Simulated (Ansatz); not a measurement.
Reaction (formal exchange of groups at a Zn–Cl bond): `[SiH3][Zn][Cl]` + CH₃NH₂ → `N[CH2][Zn][SiH3]` + HCl

Isolated molecules relaxed with PBE0-D4/def2-TZVP in Ansatz; ΔE leaves out vibrations. CCSD(T)/CBS is the MP2 limit (def2-TZVPP, def2-QZVPP) plus CCSD(T) − MP2 in def2-TZVPP, frozen cores. This one scheme is used for every species. DFT in def2-TZVPP. B3LYP here is the variant with VWN-RPA as its local correlation; programs differ in this. For Zn outer-core shells are correlated without core-valence functions, which leaves a few kJ/mol of doubt a bond. Scalar relativity is left out up to krypton. One conformer a species, not always the lowest.

```csv
level,ΔE (kJ/mol),difference from CCSD(T)/CBS
B3LYP-D4,193.3,-5.1
PBE,180.2,-18.2
PBE0,194.5,-3.9
r2SCANh,198.3,-0.1
r2SCAN0,203.8,5.4
RPA@PBE/def2-TZVPP,181.2,-17.2
CCSD/def2-SVP,194.7,-3.7
HF/def2-TZVPP,237.0,38.6
MP2/CBS(def2),199.9,1.5
CCSD/CBS(def2),204.4,6.0
CCSD(T)/CBS,198.4,0
```

Largest T1 diagnostic among the species: 0.014.

From PBE to PBE0 (25 % exact exchange), in def2-TZVPP and without D4, ΔE moves by +14.4 kJ/mol. Leaving LDA and LC-ωPBE aside and taking each functional with its dispersion term where it has one, the values, not all of them listed here, spread over 34.4 kJ/mol, from revPBE-D4 to BHLYP-D4. LDA lies −6.6 kJ/mol from PBE without D4. The D4 term adds −3.2 kJ/mol with B3LYP and −1.8 kJ/mol with PBE0; it sums over pairs of atoms, weighted by their polarisabilities, and B3LYP, whose exchange is more repulsive, gets the larger term.
